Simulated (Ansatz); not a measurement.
Cost and result for the atomization energy of C₃H₄OSi, SMILES `C#C[SiH2]C=O` (9 atoms, 8 bonds).

```xyz
9

C     0.6029    2.2756    0.7379
C     0.2773    1.1150    0.6939
Si   -0.2078   -0.6326    0.5415
C    -0.2440   -1.1190   -1.3269
O    -0.5242   -2.2423   -1.6560
H     0.8904    3.3014    0.7844
H     0.7753   -1.5038    1.2275
H    -1.5651   -0.8410    1.0991
H    -0.0047   -0.3532   -2.1015
```

Total charge 0; spin multiplicity 1. The geometry is a stationary point of PBE0-D4/def2-TZVP. It is one conformer, not always the lowest. Program: Ansatz. All runs use 2 threads of an Arm Neoverse V1 on a shared host. Times are those of one run each, without the atoms' runs, and a repeat can differ threefold. Electronic energies, without spin–orbit coupling; frozen cores. CCSD(T)/CBS adds CCSD(T) − MP2 in def2-TZVPP to the MP2 limit, and its time is that of the two runs behind it. T1 = 0.015. B3LYP takes the VWN-RPA correlation (the form of Gaussian; ORCA's B3LYP/G). HSE06 is the plane-wave form, built on full-range PBE exchange.

CCSD(T)/CBS is a level of theory with its own doubt, some kJ/mol a heavy atom from the limit and from the frozen cores, so smaller differences don't rank the functionals.

```json
{"level": "revPBE-D4/def2-TZVPP", "functions": "222", "wall time": "2.7 s"}
{"level": "BLYP-D4/def2-TZVPP", "functions": "222", "wall time": "2.9 s"}
{"level": "PBE-D4/def2-TZVPP (with forces)", "functions": "222", "wall time": "3.4 s"}
{"level": "CAM-B3LYP-D4/def2-TZVPP", "functions": "222", "wall time": "4.6 s"}
{"level": "HSE06-D4/def2-TZVPP", "functions": "222", "wall time": "4.6 s"}
{"level": "CCSD(T)/def2-SVP", "functions": "94", "wall time": "6 s"}
{"level": "B3LYP-D4/def2-TZVPP (with forces)", "functions": "222", "wall time": "6.5 s"}
{"level": "r2SCAN-D4/def2-TZVPP (with forces)", "functions": "222", "wall time": "7 s"}
{"level": "PBE-QIDH/def2-TZVPP", "functions": "222", "wall time": "8.5 s"}
{"level": "ωB97X-V/def2-TZVPP", "functions": "222", "wall time": "12 s"}
{"level": "MP2/def2-QZVPP", "functions": "418", "wall time": "34 s"}
{"level": "CCSD(T)/def2-TZVPP", "functions": "222", "wall time": "2.4 min"}
{"level": "CCSD(T)/CBS(def2)", "functions": "–", "wall time": "3 min"}
```

Q: What atomization energy does each give, and how far from CCSD(T)/CBS? (An estimate is asked.)

A: Computed: 
```json
{"level": "revPBE-D4/def2-TZVPP", "atomization (kcal/mol)": "880.5", "difference from CCSD(T)/CBS": "2.9", "per bond": "0.4"}
{"level": "BLYP-D4/def2-TZVPP", "atomization (kcal/mol)": "884.1", "difference from CCSD(T)/CBS": "6.5", "per bond": "0.8"}
{"level": "PBE-D4/def2-TZVPP (with forces)", "atomization (kcal/mol)": "904.5", "difference from CCSD(T)/CBS": "26.9", "per bond": "3.4"}
{"level": "CAM-B3LYP-D4/def2-TZVPP", "atomization (kcal/mol)": "879.5", "difference from CCSD(T)/CBS": "1.9", "per bond": "0.2"}
{"level": "HSE06-D4/def2-TZVPP", "atomization (kcal/mol)": "880.4", "difference from CCSD(T)/CBS": "2.8", "per bond": "0.3"}
{"level": "CCSD(T)/def2-SVP", "atomization (kcal/mol)": "831.4", "difference from CCSD(T)/CBS": "-46.2", "per bond": "-5.8"}
{"level": "B3LYP-D4/def2-TZVPP (with forces)", "atomization (kcal/mol)": "878.1", "difference from CCSD(T)/CBS": "0.5", "per bond": "0.1"}
{"level": "r2SCAN-D4/def2-TZVPP (with forces)", "atomization (kcal/mol)": "880.1", "difference from CCSD(T)/CBS": "2.5", "per bond": "0.3"}
{"level": "PBE-QIDH/def2-TZVPP", "atomization (kcal/mol)": "871.3", "difference from CCSD(T)/CBS": "-6.3", "per bond": "-0.8"}
{"level": "ωB97X-V/def2-TZVPP", "atomization (kcal/mol)": "878.4", "difference from CCSD(T)/CBS": "0.8", "per bond": "0.1"}
{"level": "MP2/def2-QZVPP", "atomization (kcal/mol)": "891.6", "difference from CCSD(T)/CBS": "14.0", "per bond": "1.7"}
{"level": "CCSD(T)/def2-TZVPP", "atomization (kcal/mol)": "853.1", "difference from CCSD(T)/CBS": "-24.5", "per bond": "-3.1"}
{"level": "CCSD(T)/CBS(def2)", "atomization (kcal/mol)": "877.6", "difference from CCSD(T)/CBS": "0.0", "per bond": "0.0"}
```

At CCSD(T), def2-SVP lies −46.3 kcal/mol from the extrapolated value and def2-TZVPP −24.5 kcal/mol: correlation converges slowly with the basis, and small sets miss more of it in the bonded molecule than in its fragments. In def2-TZVPP, CCSD(T) changes the Hartree–Fock value by +229.3 kcal/mol (the triples alone add +17.8 kcal/mol) and MP2 by +253.2 kcal/mol; breaking electron pairs costs correlation energy, which Hartree–Fock lacks. From PBE to PBE0 (25 % exact exchange), in def2-TZVPP and without D4, the atomization energy moves by −24.3 kcal/mol: exact exchange takes away binding that semilocal exchange gives to molecules.
